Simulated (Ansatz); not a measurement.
`[TeH]C1O[SiH2]1`, relaxed with RKS PBE0-D4/def2-TZVP in the Gaussian-basis code of Ansatz from a PBE-D4/def2-SVP geometry. The force threshold is 0.005 eV/Å; the program also tests the step.

Charge 0, multiplicity 1. Te: def2 effective core potential.

Start:

```xyz
8

Te    1.875   -1.011   -1.121
C     0.120   -0.849    0.169
O     0.254   -0.094    1.403
Si   -0.897    0.665    0.369
H     1.728    0.570   -1.681
H    -0.292   -1.868    0.304
H    -2.315    0.647    0.843
H    -0.474    1.940   -0.286
```

```tsv
step	energy (eV)	largest force (eV/Å)	largest move (Å)
1	-18314.1982	0.961	0.000
2	-18314.2531	0.729	0.069
3	-18314.2744	0.255	0.028
4	-18314.2754	0.337	0.035
5	-18314.2786	0.098	0.048
6 (rejected)	-18314.2780	0.131	0.042
7	-18314.2806	0.026	0.020
8	-18314.2811	0.023	0.048
9	-18314.2812	0.028	0.011
10	-18314.2812	0.009	0.009
11	-18314.2813	0.008	0.005
12	-18314.2813	0.005	0.001
```

End:

```xyz
8

Te    1.876   -0.969   -1.047
C     0.123   -0.836    0.148
O     0.224   -0.092    1.408
Si   -0.862    0.654    0.389
H     1.668    0.519   -1.751
H    -0.294   -1.831    0.286
H    -2.284    0.622    0.792
H    -0.451    1.932   -0.227
```

Run time 36 s (4 threads of an Arm Neoverse V1 on a shared host); peak host memory 0.42 GiB.
